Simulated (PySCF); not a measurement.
Computed shifts of a molecule C3H3BrF2, PBE/pcSseg-1 (PySCF), GIAO, gas phase, atoms alike by connectivity averaged where their shifts nearly agree, in ppm (number of nuclei): ¹⁹F: -148.3 (2). ¹³C: 138.9 (1), 138.4 (1), 123.0 (1). ¹H: 7.17 (1), 6.76 (1), 6.54 (1). References: ¹⁹F against CFCl3 (σ = 133.6 ppm); ¹³C against TMS (σ = 182.0 ppm); ¹H against TMS (σ = 31.49 ppm), references at their B3LYP-D3(BJ)/def2-TZVP geometries, non-relativistic (without spin–orbit terms, shifts of atoms bonded to Cl or Br come out too high). Coordinates come from a B3LYP-D3(BJ)/def2-SVP optimisation. Other conformers were not sampled.

### Question
Which molecule gave these data?
(A) C=C(Br)C(F)F
(B) F[C@@H]1[C@H](F)[C@H]1Br
(C) FC(F)/C=C\Br
(D) F[C@H]1C[C@]1(F)Br

### Answer
C, FC(F)/C=C\Br
